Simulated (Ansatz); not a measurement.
Basis sets compared for Cd10H28S10. Total charge 0; singlet. Geometry r2SCAN-D4/def2-SVP. Ansatz on 4 threads of AMD EPYC 7R13 on a shared host and a share (37 GiB) of an NVIDIA H100 80GB HBM3; times are rough, and most runs start from earlier orbitals.

```tsv
atom	x (Å)	y (Å)	z (Å)
Cd1	-2.6428	1.9725	4.1497
Cd2	3.9884	1.2374	3.9631
Cd3	2.4873	-3.2559	-0.2180
Cd4	-4.5604	0.1654	-0.0701
Cd5	0.1288	-5.0079	-1.4160
Cd6	-0.3416	-0.3201	0.6950
Cd7	0.7992	3.6138	-0.2804
Cd8	2.5184	1.0668	-1.9174
Cd9	-1.0425	-0.1525	-3.4373
Cd10	1.2701	-1.9152	-4.6527
S11	1.1373	0.6059	2.6903
S12	-2.6951	0.2253	1.7315
S13	-1.4605	3.8128	1.9624
S14	-0.1715	-2.8450	0.5956
S15	3.9098	0.7383	0.7622
S16	2.6259	-1.4982	-2.3117
S17	-3.7427	-2.2784	-1.2351
S18	-3.3980	2.1842	-1.5075
S19	-0.5426	-2.9107	-2.8926
S20	0.0318	1.0824	-1.2938
H21	-4.2382	2.4813	4.2355
H22	-1.0125	1.5324	4.4535
H23	3.6545	2.8770	3.7694
H24	4.4521	-0.3368	4.3175
H25	1.9398	-4.6770	-1.2618
H26	3.6248	-2.8392	0.9652
H27	-6.2480	0.1127	-0.0406
H28	-0.9633	-6.2782	-1.2541
H29	1.6003	2.8919	1.0930
H30	0.2764	4.7564	-1.3952
H31	3.5261	2.3086	-2.4638
H32	-2.7279	0.0732	-3.4118
H33	2.0274	-2.7510	-5.9031
H34	0.4321	-0.2079	-4.5177
H35	0.0845	1.0942	3.4782
H36	1.3256	1.8118	1.9375
H37	-2.9476	-0.9583	2.3369
H38	-0.4848	4.3647	2.7188
H39	-2.1614	4.9678	1.8935
H40	0.0310	-3.1227	1.9056
H41	4.6013	-0.4163	0.6062
H42	4.9261	1.5233	0.3354
H43	3.9158	-1.6929	-2.6702
H44	-2.5381	-2.5482	-0.6617
H45	-4.4223	-2.9923	-0.3056
H46	-3.3647	3.0540	-0.4676
H47	-2.0527	1.8742	-1.3836
H48	-1.5555	-3.4234	-3.6270
```

In the def2 sets Cd takes a core potential; there is no spin–orbit coupling. Single mean-field runs in def2-SVP, def2-TZVP are fitted with def2-universal-jkfit.

Binding counts from free atoms (Cd singlet, S triplet, H doublet) in the same basis, without a counterpoise term.

```
           level  functions  energy (Eh)  HOMO (eV)  LUMO (eV)  binding per atom (eV)  wall time
 PBE-D4/def2-SVP        630   -5673.2181      -6.01      -2.35                   2.15      6.5 s
PBE0-D4/def2-SVP        630   -5673.5008      -7.09      -1.60                   2.14      9.5 s
```

Question: Estimate the rows for PBE-D4/def2-TZVP (with forces), PBE0-D4/def2-TZVP.

Answer: 
```tsv
level	functions	energy (Eh)	HOMO (eV)	LUMO (eV)	binding per atom (eV)	wall time
PBE-D4/def2-TZVP (with forces)	938	-5675.0035	-6.04	-2.38	2.12	12 s
PBE0-D4/def2-TZVP	938	-5675.2509	-7.10	-1.61	2.12	14 s
```
